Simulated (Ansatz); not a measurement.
Wavefunction ladder for CH$_{7}$BN$_{2}$OSi

Z-matrix (Å, degrees):
```
Si
N 1 1.776
H 1 1.477 2 111.1
H 1 1.485 2 101.9 3 -117.3
H 1 1.477 2 111.1 3 125.4
C 2 1.329 1 124.0 3 -62.7
H 2 1.013 1 117.7 3 117.3
N 6 1.304 2 123.8 1 -180.0
B 6 1.653 2 125.6 1 0.0
H 8 1.007 6 126.6 2 0.0
H 8 1.031 6 109.9 2 180.0
O 9 1.272 6 113.2 2 -180.0
H 9 1.223 6 115.1 2 0.0
```

The species carries charge 0 and has multiplicity 1. The bonds changed during the relaxation, so this is another structure than the one it started from. Geometry: relaxed with PBE0-D4/def2-TZVP. It is one conformer, not always the lowest. Frozen core, restricted reference, the Gaussian-basis code of Ansatz. CBS rows extrapolate triple and quadruple zeta; past MP2 they add the triple-zeta difference.

```json
{"basis": "def2-TZVPP", "HF (Eh)": "-539.48264", "MP2 corr.": "-1.03509", "CCSD corr.": "-1.07470", "(T)": "-0.04609", "CCSD(T) total": "-540.60343"}
{"basis": "def2-QZVPP", "HF (Eh)": "-539.50359", "MP2 corr.": "-1.10966", "CCSD corr.": "–", "(T)": "–", "CCSD(T) total": "–"}
{"basis": "CBS(def2)", "HF (Eh)": "-539.50647", "MP2 corr.": "-1.16490", "CCSD corr.": "-1.20450", "(T)": "as TZ", "CCSD(T) total": "-540.75706"}
```
